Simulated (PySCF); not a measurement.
Work out the structure from these simulated measurements.

Elements present: C, H, N, O and P. Monoisotopic mass: 143.0500 u.

* 13C NMR: chemical shifts (computed TMS as zero) by class: 191.3 (1 C), 85.8 (1 C), 78.2 (1 C), 47.0 (1 C), 37.0 (1 C), 22.4 (1 C) ppm [GIAO KT2/pcSseg-1]
* Triplet: lowest triplet excitation (Tamm–Dancoff): 3.80 eV [TDA PBE0/def2-SVPD]
* Dipole: 3.16 D [PBE0/def2-SVPD]
* UV, strongest line: among the 10 lowest singlet transitions: S8 at 6.23 eV (199 nm, f = 0.025) [TDDFT PBE0/def2-SVPD]
* UV, first state: lowest singlet excitation: 4.38 eV (283 nm, f = 0.005) [TDDFT PBE0/def2-SVPD]
* Valence photoelectron: vertical ionisation energy: 8.59 eV [ΔSCF PBE0/def2-SVPD]
* Rotational structure: rotational constants A, B, C: 2.445, 0.879, 0.835 GHz [PBE0-D3(BJ)/def2-SVP]

Electronic properties: PySCF, gas phase, density fitting. Levels stand in brackets. The structure is a single PBE0-D3(BJ)/def2-SVP conformer in the gas phase; no vibrational or solvent corrections. NMR classes are plain means over equivalent atoms (diastereotopic ones count apart unless rotation or inversion swaps them), as if these changed places fast.

Question: Which formula fits the mass and the elements?

Answer: C6H10NOP (calculated 143.0500). No other formula that holds each of these elements comes within 0.0003 u with a fitting electron parity and a possible valence count.

Question: Give a SMILES that accounts for the data.

Answer: Numbering: `[CH:1]#[C:2][P@:3]([CH3:4])(=[NH:5])[CH2:6][C:7]([CH3:8])=[O:9]`. 6 carbons fall into 6 classes; from least to most shielded: ketone carbonyl carbon [C7] (191.3 ppm), terminal alkyne carbon [C1] (85.8 ppm), alkyne carbon [C2] (78.2 ppm), sp3 carbon bound to phosphorus [C6] (47.0 ppm), methyl carbon next to a carbonyl [C8] (37.0 ppm), sp3 carbon bound to phosphorus [C4] (22.4 ppm). S1 is mainly HOMO−1→LUMO (weight 0.77); the largest Löwdin shares of the orbital it empties are 0.60 on the ketone oxygen, 0.11 on the ketone carbonyl carbon, 0.10 on an sp3 carbon bound to phosphorus and 0.10 on the methyl carbon next to a carbonyl, of the orbital it fills 0.24 on the ketone carbonyl carbon, 0.22 on the ketone oxygen, 0.10 on the terminal alkyne carbon and 0.10 on the alkyne carbon. The first electron is taken from the HOMO, whose largest Löwdin shares are 0.62 on the nitrogen bonded to P and H, 0.15 on the phosphorus bonded to 3 C and N, 0.06 on the N–H hydrogen and 0.05 on an sp3 carbon bound to phosphorus. The optimised geometry has point group C1 and is an asymmetric top. Structure: `C#C[P@](C)(=N)CC(C)=O`. The assignments are read from this structure; whether some other isomer fits the data as well wasn't checked. The mirror image fits equally.

Conformer computed: `[CH:1]#[C:2][P@:3]([CH3:4])(=[NH:5])[CH2:6][C:7]([CH3:8])=[O:9]`: C2–P3–C6–C7 -178°, P3–C6–C7–C8 -91°.
